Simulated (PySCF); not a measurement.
Compound: As4Se4 realgar, As4Se4.
Bonds: As1–Se2, As1–As5, As1–Se8, Se2–As3, As3–Se4, As3–As7, Se4–As5, As5–Se6, Se6–As7, As7–Se8.

Theory: PBE0-D3(BJ)/def2-SVP geometry optimisation, gas phase in PySCF 2.14.0.

(1) What internal coordinates does the optimisation give?

Answers

(1) 
```tsv
bond	length (Å)
As1–Se2 and 7 like bonds	2.368
As1–As5, As3–As7	2.570
```

Bonds in one row agree within 0.01 Å and their mean is given. A selection of angles:
```tsv
angle	degrees
Se2–As1–As5	101.1
Se2–As1–Se8	94.8
As1–Se2–As3	98.5
Se2–As3–Se4	94.0
```

Dihedral angles: As5–As1–Se2–As3 -38° (synclinal); Se2–As1–As5–Se4 0° (synperiplanar); Se2–As1–Se8–As7 -63° (synclinal); As1–Se2–As3–Se4 64° (synclinal); Se2–As3–Se4–As5 -64° (synclinal); Se2–As3–As7–Se6 97° (anticlinal); As3–Se4–As5–As1 39° (synclinal); As1–As5–Se6–As7 -38° (synclinal); As5–Se6–As7–As3 -39° (synclinal); As3–As7–Se8–As1 38° (synclinal).

As1 (arsenic bonded to As and 2 Se) is pyramidal (angles 101.1°, 100.6° and 94.8°, sum 296.5°, 1.17 Å off the plane of its three neighbours). All 8 As–Se bonds measure 2.366 to 2.369 Å.

Point group: D2d (tolerance 0.08 Å). No frequency check. One conformer, not necessarily the lowest.
